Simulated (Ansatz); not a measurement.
Ansatz results at the PBE0-D4/def2-TZVP geometry: HOMO–LUMO gap (ωB97M-V/def2-TZVPP) 8.51 eV; LUMO energy (ωB97M-V/def2-TZVPP) 0.16 eV; HOMO–LUMO gap (PBE/def2-TZVPP) 2.33 eV.

Each molecule was computed in one conformer, which needn't be the lowest.

Task: Which molecule gave them?
A. `N/C=N/C(=S)S`
B. `NC[S][GeH3]`
C. `[OH][SnH2][CH2][SiH3]`
D. `O[Si]1(Cl)C=N1`

Result: A. The others give `[OH][SnH2][CH2][SiH3]`: 11.32, 1.13, 5.35; `NC[S][GeH3]`: 11.01, 2.09, 4.87; `O[Si]1(Cl)C=N1`: 10.22, 1.21, 3.17.
